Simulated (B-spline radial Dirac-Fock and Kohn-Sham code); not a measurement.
# Satellites and hypersatellites of the K lines of I¹⁴⁺

System: the I¹⁴⁺ ion in the configuration [Kr] 4d3.

The computed values come from a radial atomic solver: multi-electron Dirac-Fock with separately optimised hole states, Breit and Lamb-shift corrections added in first order. Each two-hole energy is an average over J within one jj subconfiguration, not an observable level; in light atoms, where LS coupling holds, the j-resolved values are not observed lines, and for a K spectator the Kα1 hypersatellite is nearly forbidden. Electron correlation is not included.

Lines without a spectator: Kα2 (K-L2) 28315.4 eV, Kα1 (K-L3) 28610.4 eV, Kβ3 (K-M2) 32246.5 eV, Kβ1 (K-M3) 32303.9 eV. Shifts in eV with one spectator hole (a dash: not computed, or left out as unreliable):

```tsv
spectator hole	Kα2	Kα1	Kβ3	Kβ1
L2 (2p1/2)	+70.1	+89.1	–	+187.5
L3 (2p3/2)	+66.6	+67.5	+163.2	–
M2 (3p1/2)	–	+11.22	+26.05	+31.1
M3 (3p3/2)	+8.03	–	+26.16	+25.76
M4 (3d3/2)	+1.93	-0.92	–	–
M5 (3d5/2)	-1.57	+0.68	–	–
```

**Question.** Where does the K-L3 hypersatellite lie, emitted when both K electrons are missing?

**Answer.** +643.1 eV from the normal line, at 29253.5 eV. Removing both K electrons costs 67900.5 eV, which is 887.2 eV more than twice the K binding energy.

With n spectator holes in 2p, averaged over the 2p shell (energies in eV):

| n | KαLⁿ | step | hypersatellite KαʰLⁿ |
| --- | --- | --- | --- |
| 0 | 28512.0 | – | 29147.6 |
| 1 | 28585.2 | +73.2 | 29222.4 |
| 2 | 28659.8 | +74.6 | 29298.5 |
| 3 | 28735.7 | +75.9 | 29376.0 |
| 4 | 28813.0 | +77.3 | 29454.9 |
| 5 | 28891.7 | +78.7 | 29535.1 |
